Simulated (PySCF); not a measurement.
O2P2, SMILES o1p2op12. Atoms are numbered in the order given.

```xyz
4

P      0.0000     0.0000     1.2608
P      0.0000     0.0000    -1.2608
O      0.0000    -1.1126     0.0000
O      0.0000     1.1126     0.0000
```
Charge 0, spin multiplicity 1.

The structure is a stationary point at B3LYP-D3(BJ)/def2-SVP.

The numbers are results of PySCF with B3LYP-D3(BJ)/def2-SVP, not measurements.

Frequencies are harmonic and unscaled.

```
mode  ν (cm⁻¹)  IR (km/mol)  Raman (Å⁴/amu)  depolarisation  moving atoms (share of kinetic energy)
----  --------  -----------  --------------  --------------  --------------------------------------
1          445         26.8             0.0               –                          O 66 %, P 34 %
2          582         19.4             0.0               –                          O 66 %, P 34 %
3          620          0.0            12.3            0.38                          P 87 %, O 13 %
4          717          0.0             7.6            0.75                          O 71 %, P 29 %
5          735         83.3             0.0               –                          O 66 %, P 34 %
6          888          0.0            15.1            0.12                          O 87 %, P 13 %
```
